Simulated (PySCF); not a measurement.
System: sum formula H6SiNO3, charge 1, multiplicity 1. It need not be the lowest isomer of its formula. 
Structure (B3LYP-D3(BJ)/def2-TZVP (Ansatz) minimum search):
```xyz
11

Si    -0.1369     0.0306     0.1354
O      1.1403    -0.2727    -1.1386
O      0.9441     0.1643     1.3138
O     -0.7102     1.3245    -0.6209
N     -1.1989    -1.2331     0.2857
H      2.0567    -0.3929    -0.8355
H      0.7440     0.1830     2.2543
H     -1.5304     1.7782    -0.4057
H     -1.0356    -2.0308     0.8811
H     -2.0282    -1.3347    -0.2797
H      1.1089     0.2718    -1.9439
```
Charge +1, spin multiplicity 1.

Dispersion corrections to the total energy (kcal/mol) from the dftd3 and dftd4 libraries through PySCF: D3(BJ) without and D4 with the three-body term, each with the damping fitted for the functional named.

```json
[
 {"functional": "TPSS", "D3(BJ)": "-5.93", "D4": "-6.11"},
 {"functional": "TPSSh", "D3(BJ)": "___", "D4": "-5.53"},
 {"functional": "B3LYP", "D3(BJ)": "-8.20", "D4": "___"},
 {"functional": "LC-wPBE", "D3(BJ)": "-4.43", "D4": "-5.02"},
 {"functional": "B2PLYP", "D3(BJ)": "-3.83", "D4": "___"},
 {"functional": "PBE", "D3(BJ)": "-4.72", "D4": "-4.52"},
 {"functional": "CAM-B3LYP", "D3(BJ)": "-3.67", "D4": "-3.79"}
]
```

Task: Fill in the missing entries.

Result: 
- TPSSh, D3(BJ): -5.44
- B3LYP, D4: -7.28
- B2PLYP, D4: -3.14
